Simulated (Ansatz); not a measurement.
Gas-phase electronic energies from Ansatz, PBE0-D4/def2-TZVP geometries. CBS: MP2 limit from def2 TZ/QZ plus the TZ coupled-cluster correction, frozen cores. This one scheme is used for every species. DFT in def2-TZVPP. One conformer a species, not always the lowest.

Consider the hydrogenolysis of the Al–C bond: `N=[CH][AlH][CH2][SiH3]` + H₂ → `[AlH2][CH2][SiH3]` + `C=N`.

`N=[CH][AlH][CH2][SiH3]`:

Cartesian coordinates in Å:
```
N 2.872 0.600 -1.708
C 2.086 0.621 -0.701
Al 0.124 0.522 -0.928
C -1.139 0.534 0.552
Si -1.376 -1.141 1.344
H 2.346 0.527 -2.585
H 2.599 0.698 0.268
H -0.321 0.407 -2.450
H -0.785 1.221 1.330
H -2.115 0.891 0.204
H -0.081 -1.635 1.889
H -1.844 -2.129 0.331
H -2.367 -1.117 2.454
```

H₂:

Z-matrix (Å, degrees):
```
H
H 1 0.746
```

`[AlH2][CH2][SiH3]`:

Cartesian coordinates in Å:
```
Al -0.327 0.794 1.577
C 0.085 -0.688 0.381
Si 0.198 -0.197 -1.416
H 0.850 1.651 2.208
H -1.840 1.150 1.903
H 1.044 -1.135 0.665
H -0.691 -1.458 0.468
H 1.257 0.834 -1.605
H -1.090 0.396 -1.873
H 0.514 -1.347 -2.307
```

`C=N`:

Z-matrix (Å, degrees):
```
C
N 1 1.261
H 1 1.096 2 124.9
H 1 1.092 2 118.8 3 -180.0
H 2 1.021 1 111.0 3 -0.0
```

Question: Is it downhill or uphill in electronic energy at CCSD(T)/CBS, and by how much? (Best estimate.)

Answer: Computed: Downhill: ΔE = -5.9 kcal/mol.

Question: What do these levels give: ωB97X-V, MP2/def2-TZVPP, SCS-MP2/def2-TZVPP, CCSD/def2-TZVPP, HF/def2-QZVPP, MP2/CBS(def2)? (Estimate.)

Answer: Computed: ωB97X-V -7.0, MP2/def2-TZVPP -5.4, SCS-MP2/def2-TZVPP -6.9, CCSD/def2-TZVPP -7.9, HF/def2-QZVPP -12.8, MP2/CBS(def2) -4.9 kcal/mol.

Largest T1 diagnostic among the species: 0.012.

The D4 term adds +1.7 kcal/mol with B3LYP and +1.0 kcal/mol with PBE0; it sums over pairs of atoms, weighted by their polarisabilities, and B3LYP, whose exchange is more repulsive, gets the larger term. From PBE to PBE0 (25 % exact exchange), in def2-TZVPP and without D4, ΔE moves by −1.5 kcal/mol. In def2-TZVPP, CCSD(T) changes the Hartree–Fock value by +6.4 kcal/mol (the triples alone add +1.4 kcal/mol) and MP2 by +7.4 kcal/mol.

B3LYP here is the variant with VWN-RPA as its local correlation; programs differ in this.
